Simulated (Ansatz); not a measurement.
Born–Oppenheimer molecular dynamics of AlFH₄O₂ (8 atoms, charge 0, multiplicity 1). It starts at the highest image of a converged band. Of that band: The profile has 3 maxima (images 2, 4, 7) with wells between them (images 3, 5): this band takes more than one step, which may be the mechanism or a detour left from its start path. A structure lower than the first end lies on the path between it and the top, so the climb from that side starts below the end, which may itself be a saddle point or a shallow side well. A vibrational analysis at the climbing image gives one clearly imaginary mode, 293i cm⁻¹: a first-order saddle point.

These are results of RKS PBE-D4/def2-SVP (Ansatz 0.2.0), not measurements.

```json
{
 "ensemble": "NVE (velocity Verlet)",
 "time step": "0.5 fs",
 "steps asked": "200",
 "starting velocities drawn for": "100 K",
 "seed": "11000"
}
```

First frame:

```xyz
8
Properties=species:S:1:pos:R:3
Al 0.050 0.578 -0.259
H -0.015 -0.340 1.866
O 1.585 -0.085 -0.622
H 1.677 -0.813 -1.255
O -1.429 -0.036 -0.840
H -2.001 -0.736 -0.503
F 0.074 2.104 0.441
H -0.013 0.429 1.967
```

(1) How far do the bonds stretch over the last three quarters of this one trajectory? (Pairs bonded in most of those frames.)

Results:

(1) 
```
  bond  mean (Å)  spread (Å)  shortest  longest
Al1–O3     1.708       0.023      1.67     1.74
Al1–O5     1.709       0.021      1.68     1.75
Al1–F7     1.682       0.012      1.66     1.70
 H2–H8     0.777       0.029      0.74     0.82
 O3–H4     0.970       0.008      0.96     0.98
 O5–H6     0.969       0.010      0.95     0.99
```

Mean temperature of the second half: 134 K. The conserved energy stayed within 0.16 meV per atom of its start (net change 0.078 meV per atom), so the integration is sound. The kinetic energy rose, since the run started high on the potential surface and went downhill. It ends in pieces (AlFH2O2 + H2), so much of that is their flight and rotation, not heat. A run of 0.1 ps of so small a system gives no equilibrium averages. The orbitals stay closed-shell, which can raise the energy where a bond breaks towards radicals; this wasn't checked here.

The run took 7.3 min on 1 thread of Arm Neoverse V1, with other jobs on the host, peak memory 0.14 GiB.
